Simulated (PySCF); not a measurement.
Species: `CP(C(F)(F)F)[Si](C)(C)C`. The columns A, B, C and D hold Mulliken, IAO, Hirshfeld and ESP-fitted charges (e) of one PBE0/pcSseg-1 density (PySCF), in a shuffled order. Coordinates in Å (GFN2-xTB); the density's dipole moment is (2.25, 1.71, 0.45) D.

```
atom       x       y       z       A       B       C       D
  C1  -1.809   1.701  -0.095  -0.120  -0.501  -0.602  -0.167
  P2  -1.272   0.225  -1.065  -0.389  -0.046  +0.188  +0.037
  C3  -2.185  -1.011   0.000  +0.514  +0.629  +0.621  +0.207
  F4  -1.980  -2.271  -0.409  -0.183  -0.267  -0.281  -0.088
  F5  -3.510  -0.798  -0.055  -0.158  -0.270  -0.283  -0.099
  F6  -1.867  -0.990   1.313  -0.199  -0.278  -0.293  -0.085
 Si7   0.811  -0.132  -0.174  +1.011  +0.766  +0.890  +0.355
  C8   1.025   0.561   1.598  -0.707  -0.607  -0.713  -0.215
  C9   1.155  -2.006  -0.221  -0.798  -0.602  -0.711  -0.218
 C10   1.941   0.808  -1.390  -0.722  -0.602  -0.715  -0.218
 H11  -1.246   2.559  -0.459  +0.091  +0.152  +0.159  +0.048
 H12  -1.633   1.570   0.971  +0.021  +0.164  +0.152  +0.038
 H13  -2.869   1.877  -0.275  +0.102  +0.166  +0.168  +0.045
 H14   0.891   1.639   1.626  +0.147  +0.138  +0.152  +0.040
 H15   0.316   0.116   2.290  +0.180  +0.152  +0.162  +0.036
 H16   2.024   0.348   1.967  +0.155  +0.143  +0.158  +0.044
 H17   0.908  -2.420  -1.194  +0.190  +0.148  +0.161  +0.040
 H18   0.568  -2.541   0.520  +0.182  +0.151  +0.164  +0.036
 H19   2.202  -2.214  -0.025  +0.187  +0.140  +0.155  +0.043
 H20   1.844   0.412  -2.396  +0.156  +0.146  +0.160  +0.041
 H21   2.982   0.722  -1.098  +0.153  +0.140  +0.154  +0.042
 H22   1.694   1.865  -1.430  +0.186  +0.137  +0.152  +0.040
```

Task: Which column most likely holds the ESP-fitted charges?

Result: A. Σ q r misses the density's dipole by 0.10 D (A), 1.84 D (B), 2.02 D (D), 2.74 D (C). Charges fitted to the outside potential are the only set here that is tied to the molecule's multipoles.

Task: And the Hirshfeld charges?

Result: D. The mean sizes are 0.099 e (D), 0.288 e (B), 0.298 e (A), 0.327 e (C), and Hirshfeld charges are commonly the smallest of these schemes.

As computed, A = ESP-fitted, B = Mulliken, C = IAO, D = Hirshfeld. Hydrogens on carbon: ESP-fitted +0.02 to +0.19, Mulliken +0.14 to +0.17, IAO +0.15 to +0.17, Hirshfeld +0.04 to +0.05 e.

The Hirshfeld scheme weights the molecular density at each point by an atom's share of the summed free-atom densities. The ESP scheme fits charges at the nuclei, held to the total charge, to the electrostatic potential on points at 1.4 to 2.0 times the van der Waals radii.

Geometry: GFN2-xTB; no solvent, vibrations or thermal averaging.

The values belong to the conformer `[CH3:1][P:2]([C:3]([F:4])([F:5])[F:6])[Si:7]([CH3:8])([CH3:9])[CH3:10]`: C1–P2–C3–F4 -178°, C1–P2–Si7–C8 25°.
